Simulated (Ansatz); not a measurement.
PBE exchange is replaced step by step with exact exchange (0 % is PBE, 25 % PBE0; no dispersion term), basis def2-TZVPD, Ansatz. System: the cluster BeF3⁻ (the lowest singlet isomer of a short search). Total charge -1; singlet. Geometry: r2SCAN-D4/def2-TZVPD, each spin state at its own.

The relaxed quintet has other bonds than the singlet, so its gap is one between isomers.

Geometry of the singlet:

```xyz
4

Be    0.0000    0.0000    0.0000
F    -0.3028    0.6078   -1.3116
F    -0.7886    0.3799    1.1896
F     1.0914   -0.9877    0.1220
```

At PBE-D4/def2-TZVPD, PBE with 5 % exact exchange/def2-TZVPD, PBE with 10 % exact exchange/def2-TZVPD, PBE with 15 % exact exchange/def2-TZVPD and others the highest occupied level of the charge -1 triplet lies above zero (up to 1.88 eV). The electron is either unbound and held by the finite basis, or the level is raised by self-interaction error. At PBE-D4/def2-TZVPD, PBE with 5 % exact exchange/def2-TZVPD, PBE with 10 % exact exchange/def2-TZVPD, PBE with 15 % exact exchange/def2-TZVPD and others the highest occupied level of the charge -1 quintet lies above zero (up to 2.23 eV). In the triplet, F2 and F3 lie 1.96 Å apart (atoms count from 1), so these atoms are partly bonded to each other. In the quintet geometry the species has come apart into loosely held pieces. In the quintet, F3 and F4 lie 1.91 Å apart, F2 and F4 lie 1.91 Å apart (atoms count from 1), so these atoms are partly bonded to each other. The structure comes from a short search, and lower isomers may exist.

```
exact exchange (%)  HOMO (eV)  LUMO (eV)  gap (eV)  triplet − singlet (kJ/mol)  quintet − singlet (kJ/mol)
                 0      -2.07       3.87      5.94                       603.5                      1282.8
                 5      -2.46       3.97      6.44                       610.8                      1296.3
                10      -2.86       4.08      6.94                       617.8                      1309.6
                15      -3.26       4.18      7.45                       624.7                      1322.8
                25      -4.07       4.38      8.46                       638.1                      1348.8
                35      -4.90       4.55      9.45                       651.1                      1374.2
```

Task: Fit a straight line to the column «quintet − singlet (kJ/mol)» against the share of exact exchange and predict its value at 50 %.

Result: With x = exact exchange (%) and y = quintet − singlet (kJ/mol): mean x = 15, mean y = 1322; Σ(x − x̄)(y − ȳ) = 2219, Σ(x − x̄)² = 850; slope b = 2.611, intercept a = ȳ − b·x̄ = 1283. The residuals of the fitted rows reach 0.6. At x = 50 the line gives 1283 + (2.611 × 50) = 1413.5; the run gave 1410.9, 2.6 less than the line.
